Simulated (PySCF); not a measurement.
HfO2, charge -1, quartet, geometry from GFN2-xTB of the parent state (such geometries of metal compounds can be far from the true shape) (the multiplicity is a formal guess) (core potentials on Hf) (a gas-phase anion, which may not be bound at this level); R2SCAN/def2-SV(P) run with PySCF.

Here is a job for PySCF.
```python
from pyscf import gto, scf, dft

mol = gto.Mole()
mol.atom = '''
    Hf    0.07930449   -0.00091257    0.09359019
    O     0.87529993    0.28197236   -1.46253691
    O    -1.58904031   -0.27375928    0.62022524
'''
mol.basis = 'def2-sv(p)'
mol.ecp = {'Hf': 'def2-sv(p)'}
mol.charge = -1
mol.spin = 3
mol.verbose = 4
mol.build()

mf = dft.ROKS(mol)
mf.xc = 'r2scan'
mf.kernel()
```

Task: What does PySCF print? Leave out banner, timings and long lists.

Result: 
```
PySCF version 2.14.0

[INPUT] verbose = 4
[INPUT] num. atoms = 3
[INPUT] num. electrons = 29
[INPUT] charge = -1
[INPUT] spin (= nelec alpha-beta = 2S) = 3
[INPUT] symmetry False subgroup None
[INPUT] Mole.unit = angstrom
[INPUT] Symbol           X                Y                Z      unit          X                Y                Z       unit  Magmom
[INPUT]  1 Hf     0.079304490000  -0.000912570000   0.093590190000 AA    0.149863766548  -0.001724507369   0.176859827046 Bohr   0.0
[INPUT]  2 O      0.875299930000   0.281972360000  -1.462536910000 AA    1.654077144551   0.532850535097  -2.763794206968 Bohr   0.0
[INPUT]  3 O     -1.589040310000  -0.273759280000   0.620225240000 AA   -3.002850986794  -0.517330063258   1.172055839143 Bohr   0.0

nuclear repulsion = 67.7255686924449
number of shells = 23
number of NR pGTOs = 98
number of NR cGTOs = 53
basis = def2-sv(p)
ecp = {'Hf': 'def2-sv(p)'}

******** <class 'pyscf.dft.roks.ROKS'> ********
method = ROKS
initial guess = minao
damping factor = 0
level_shift factor = 0
DIIS = <class 'pyscf.scf.diis.CDIIS'>
diis_start_cycle = 1
diis_space = 8
diis_damp = 0
SCF conv_tol = 1e-09
SCF conv_tol_grad = None
SCF max_cycles = 50
direct_scf = True
direct_scf_tol = 1e-13
num. doubly occ = 13  num. singly occ = 3
XC library pyscf.dft.libxc version 7.1.2
    S. Lehtola, C. Steigemann, M. J. T. Oliveira, and M. A. L. Marques,  SoftwareX 7, 1–5 (2018)
XC functionals = r2scan
    J. W. Furness, A. D. Kaplan, J. Ning, J. P. Perdew, and J. Sun,  J. Phys. Chem. Lett. 11, 8208–8215 (2020)
    J. W. Furness, A. D. Kaplan, J. Ning, J. P. Perdew, and J. Sun,  J. Phys. Chem. Lett. 11, 9248–9248 (2020)
    J. W. Furness, A. D. Kaplan, J. Ning, J. P. Perdew, and J. Sun,  J. Phys. Chem. Lett. 11, 8208–8215 (2020)
    J. W. Furness, A. D. Kaplan, J. Ning, J. P. Perdew, and J. Sun,  J. Phys. Chem. Lett. 11, 9248–9248 (2020)
radial grids:
    Treutler-Ahlrichs [JCP 102, 346 (1995); DOI:10.1063/1.469408] (M4) radial grids

becke partition: Becke, JCP 88, 2547 (1988); DOI:10.1063/1.454033
pruning grids: <function nwchem_prune>
grids dens level: 3
symmetrized grids: False
atomic radii adjust function: <function treutler_atomic_radii_adjust>
small_rho_cutoff = 0
Set gradient conv threshold to 3.16228e-05
tot grids = 51960
init E= -185.627498068566
  HOMO = -0.373834218963583  LUMO = -0.365049263929511  gap/eV = 0.23905
cycle= 1 E= -197.885349242062  delta_E= -12.3  |g|= 0.987  |ddm|= 5.37
  HOMO = 0.217330855727763  LUMO = 0.239375662365582  gap/eV = 0.59987
cycle= 2 E= -196.923243416885  delta_E= 0.962  |g|=    2  |ddm|= 3.28

WARN: HOMO 0.257113346247876 >= LUMO 0.0787223544877804

cycle= 3 E= -197.873452184305  delta_E= -0.95  |g|= 0.633  |ddm|= 2.97

WARN: HOMO 0.118898813659219 >= LUMO -0.0490644574052794

cycle= 4 E= -197.923736242831  delta_E= -0.0503  |g|= 0.676  |ddm|= 2.34

WARN: HOMO 0.130991188170072 >= LUMO 0.12236130253688

cycle= 5 E= -198.23305566628  delta_E= -0.309  |g|= 0.178  |ddm|=  1.2
  HOMO = 0.105667169890897  LUMO = 0.112816717755183  gap/eV = 0.19455
cycle= 6 E= -198.244007280117  delta_E= -0.011  |g|= 0.0973  |ddm|= 0.402
  HOMO = 0.110162900072088  LUMO = 0.118525952166652  gap/eV = 0.22757
cycle= 7 E= -198.245506818016  delta_E= -0.0015  |g|= 0.0624  |ddm|= 0.0629
  HOMO = 0.110536064232377  LUMO = 0.118822751231666  gap/eV = 0.22549
cycle= 8 E= -198.245604670086  delta_E= -9.79e-05  |g|= 0.0591  |ddm|= 0.0317
  HOMO = 0.111260815950161  LUMO = 0.119338201840438  gap/eV = 0.21980
cycle= 9 E= -198.246348981895  delta_E= -0.000744  |g|= 0.0245  |ddm|= 0.0309
  HOMO = 0.110223847651557  LUMO = 0.118652076238848  gap/eV = 0.22934
cycle= 10 E= -198.246489664243  delta_E= -0.000141  |g|= 0.00806  |ddm|= 0.0144
  HOMO = 0.110144364391455  LUMO = 0.118547323072584  gap/eV = 0.22866
cycle= 11 E= -198.246506274738  delta_E= -1.66e-05  |g|= 0.000342  |ddm|= 0.00764
  HOMO = 0.11005738218269  LUMO = 0.118498199785384  gap/eV = 0.22969
cycle= 12 E= -198.246506333517  delta_E= -5.88e-08  |g|= 8.17e-05  |ddm|= 0.000937
  HOMO = 0.110058534549598  LUMO = 0.118498092697858  gap/eV = 0.22965
cycle= 13 E= -198.246506337535  delta_E= -4.02e-09  |g|= 2.95e-05  |ddm|= 0.000461
  HOMO = 0.110057560139684  LUMO = 0.118497311281855  gap/eV = 0.22966
cycle= 14 E= -198.246506339151  delta_E= -1.62e-09  |g|= 7.3e-06  |ddm|= 0.000204
  HOMO = 0.110057668512084  LUMO = 0.118497358791118  gap/eV = 0.22966
cycle= 15 E= -198.246506340832  delta_E= -1.68e-09  |g|= 7.51e-06  |ddm|= 0.000299
  HOMO = 0.110057945999803  LUMO = 0.118497554765077  gap/eV = 0.22965
cycle= 16 E= -198.246506335793  delta_E= 5.04e-09  |g|= 5.63e-06  |ddm|= 0.000996
  HOMO = 0.110057329135764  LUMO = 0.11849723251826  gap/eV = 0.22966
cycle= 17 E= -198.246506330778  delta_E= 5.01e-09  |g|= 1.32e-06  |ddm|= 0.00229
  HOMO = 0.110057569222382  LUMO = 0.118497338024837  gap/eV = 0.22966
cycle= 18 E= -198.246506330768  delta_E= 1.09e-11  |g|= 2.61e-06  |ddm|= 7.21e-05
  HOMO = 0.110057603755165  LUMO = 0.118497321808649  gap/eV = 0.22966
Extra cycle  E= -198.246506330682  delta_E= 8.55e-11  |g|= 1.74e-05  |ddm|= 1.18e-05
converged SCF energy = -198.246506330682
```
